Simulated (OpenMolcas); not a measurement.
A calculation on F+.

| Property | Result |
| --- | --- |
| Program | OpenMolcas |
| Method | SS-CASPT2, IPEA 0.25 Eh, imaginary shift 0.1 Eh (closed shells correlated: 1s) |
| Basis | ANO-RCC-VTZP [4s3p2d1f] |
| Scalar Hamiltonian | DKH2, point nucleus |
| Active space | 6 electrons in 4 orbitals (2s 2p) |
| State averaging | 2S+1 = 3 even, 3 roots; 2S+1 = 1 even, 6 roots kept (CI in the orbitals of an earlier block); 2S+1 = 3 odd, 3 roots; 2S+1 = 1 odd, 3 roots kept (CI in the orbitals of an earlier block) |
| Spin-orbit coupling | RASSI with atomic mean-field integrals over the reference wave functions, term energies averaged over their components |

(1) Which level of the active space comes out lowest?

(2) How high does 2s2 2p4 3P0 lie?

(3) How high does 2s2 2p4 1D2 lie?

(4) How high does 2s 2p5 3P* 2 lie?

Measured values: NIST Handbook of Basic Atomic Spectroscopic Data.

## Answers

(1) 2s2 2p4 3P2, with 100 % of that term; it is also the measured ground level.

(2) 479 cm-1 above the lowest level; measured 490 cm-1 above the ground level, so the calculation is off by -2 %.

(3) 21200 cm-1 above the lowest level; measured 20873 cm-1 above the ground level, so the calculation is off by +2 %.

(4) 167070 cm-1 above the lowest level; measured 164798 cm-1 above the ground level, so the calculation is off by +1 %.

Term energies are means over components that CASPT2 splits; among the terms shown or strongly mixed into the levels shown the widest spread is 69 cm-1 (2s2 2p4 1D). Terms from blocks run as CI alone lack orbitals of their own. Computed and measured levels are paired by configuration, term and J; levels that our copy of the source lacks, or whose pairing is in doubt (as where it misses far off the trend of its configuration), stay unpaired and out of the deviations. Only configurations of the active space appear.

* marks odd parity.
